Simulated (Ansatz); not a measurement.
Reaction (cleavage of the Si–Si bond): `O[SiH2][SiH2][SeH]` + `[NH2][GeH2][OH]` → `O[SiH2][NH][GeH2][OH]` + `[SiH3][SeH]`

Program: Ansatz. Geometries: PBE0-D4/def2-TZVP. ΔE: electronic, gas phase. CCSD(T)/CBS adds triple-zeta CCSD(T) − MP2 to the extrapolated MP2 energy (def2 sets, frozen cores). Functionals use def2-TZVPP. For Ge, Se outer-core shells are correlated without core-valence functions, which leaves a few kJ/mol of doubt a bond. Scalar relativity is left out up to krypton. One conformer a species, not always the lowest.

```
             level  ΔE (kcal/mol)
           ωB97M-V          -22.2
     HF/def2-TZVPP          -24.5
    MP2/def2-TZVPP          -23.3
SCS-MP2/def2-QZVPP          -23.2
```

**Question.** What does CCSD(T)/CBS give? (An estimate is asked.)

**Answer.** Computed: -21.2 kcal/mol. The listed levels differ from it by -1.0, -3.3, -2.1, -2.0 kcal/mol.

Largest T1 diagnostic among the species: 0.012.

From PBE to PBE0 (25 % exact exchange), in def2-TZVPP and without D4, ΔE moves by −2.0 kcal/mol. In def2-TZVPP, CCSD(T) changes the Hartree–Fock value by +2.6 kcal/mol (the triples alone add +0.4 kcal/mol) and MP2 by +1.2 kcal/mol.
